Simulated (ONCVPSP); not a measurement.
## u(r) = r·R(r): atom against pseudo-atom (boron (B))

Columns: radius, all-electron u(r) and pseudo u(r) of the 2s shell (level -9.38 eV) of boron in the configuration [He] 2s2 2p1; LDA (Perdew-Wang 92), scalar-relativistic, ONCV scheme, ONCVPSP 4.0.1.

```csv
r (bohr),all-electron,pseudo
0.098,-0.2675,0.0536
0.195,-0.3045,0.1063
0.292,-0.2304,0.1593
0.390,-0.1057,0.2144
0.488,0.0349,0.2721
0.585,0.1714,0.3314
0.682,0.2961,0.3911
0.780,0.4059,0.4496
0.878,0.4979,0.5049
0.975,0.5718,0.5564
1.072,0.6294,0.6048
1.170,0.6728,0.6492
1.268,0.7028,0.6864
1.365,0.7212,0.7128
1.463,0.7300,0.7272
1.560,0.7305,0.7301
1.658,0.7243,0.7243
1.755,0.7127,0.7127
1.852,0.6968,0.6967
1.950,0.6772,0.6772
2.047,0.6553,0.6552
2.145,0.6312,0.6312
2.242,0.6060,0.6060
2.340,0.5797,0.5797
2.438,0.5530,0.5530
2.535,0.5265,0.5265
```

**Question.** How many radial nodes do the two functions have?

**Answer.** The all-electron 2s function has n − l − 1 = 1; the pseudo-wave has 0, since the states of the same l below it are removed with the core.

**Question.** At about which radius was the pseudo-wave matched?

**Answer.** 1.70 bohr. The columns agree to 0.0005 from 1.56 bohr on; several derivatives are matched, so the curves merge somewhat inside the radius.

**Question.** Where does each function peak?

**Answer.** Outermost all-electron maximum near 1.56 bohr, pseudo maximum near 1.56 bohr (to the table’s step).

**Question.** Is the pseudo-wave norm-conserving?

**Answer.** Yes: the ONCV scheme keeps the norm inside the radius equal to the all-electron one, which fixes the energy derivative of the logarithmic derivative at the level.
